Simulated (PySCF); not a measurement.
Planning a geometry optimisation on `N#C[C@]1(F)C[Se]CCO1`.

Method: PBE0-D3(BJ)/def2-SVP geometry optimisation, gas phase (PySCF 2.14.0). Work: geometry optimisation from a GFN2-xTB start, density fitting. The input is one job of a driver script: a line of settings, then coordinates in Å.

Input:
```
{"job": {"xc": "PBE0", "basis": "def2-SVP", "d3": "d3bj", "grid": 1, "kind": "geom"}, "charge": 0, "multiplicity": 1}
N      1.285090    -1.283011     2.372660
C      1.276246    -0.763413     1.356600
C      1.251127    -0.088506     0.048400
F      2.537190    -0.079735    -0.445757
C      0.804931     1.364070     0.222257
Se    -1.041491     1.416314     0.887192
C     -1.685779     0.196980    -0.521347
C     -0.829906    -1.059264    -0.553804
O      0.516649    -0.799347    -0.901938
H      1.445669     1.871138     0.944714
H      0.856852     1.870131    -0.744646
H     -2.720032    -0.050810    -0.286901
H     -1.637719     0.727981    -1.474092
H     -1.181988    -1.734407    -1.338267
H     -0.881251    -1.580130     0.413015
```

Hardware: Arm Neoverse V2, one thread (shared host).

The basis has 174 functions.

**Question.** Which is nearest to the wall time?
A. 15 s
B. 2.0 min
C. 16 min

**Answer.** B. The run took 2.0 min. The run took 8 energy-and-gradient evaluations and 60 SCF cycles, 15 s an evaluation on average.

**Question.** At this speed, how long would 1000 such jobs take on 8 cores, one job a core?

**Answer.** 1000/8 gives 125 rounds of 2.0 min, about 4.2 h of wall time and 33 core-hours, if the jobs don't slow each other.

Other jobs ran on the host; a repeat could differ by tens of per cent or more.

The run converged: final energy -2824.13547 Eh after 7 steps; dipole 3.75 D.
